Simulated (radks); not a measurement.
Te, configuration [Kr] 4d10 5s2 5p4. All-electron calculation, Dirac Kohn-Sham, PBEsol, spin-unpolarised, spherical densities, point nucleus; open shells fill j = l - 1/2 first. Program: a radial shooting solver on a logarithmic mesh with Libxc functionals.

Spin-orbit splittings of the eigenvalues, e(l+1/2) - e(l-1/2), with zeta = 2 splitting/(2l+1) and mean radii in bohr:

2p: occ. 6; splitting (eV) 274.3; zeta (eV) 182.9; <r> j=l-1/2 0.1008; <r> j=l+1/2 0.1064
3p: occ. 6; splitting (eV) 51.11; zeta (eV) 34.08; <r> j=l-1/2 0.3124; <r> j=l+1/2 0.3238
3d: occ. 10; splitting (eV) 10.69; zeta (eV) 4.277; <r> j=l-1/2 0.2948; <r> j=l+1/2 0.2984
4p: occ. 6; splitting (eV) 9.741; zeta (eV) 6.494; <r> j=l-1/2 0.8017; <r> j=l+1/2 0.8305
4d: occ. 10; splitting (eV) 1.469; zeta (eV) 0.5877; <r> j=l-1/2 0.9657; <r> j=l+1/2 0.9781
5p: occ. 4; splitting (eV) 0.7976; zeta (eV) 0.5317; <r> j=l-1/2 2.583; <r> j=l+1/2 2.714
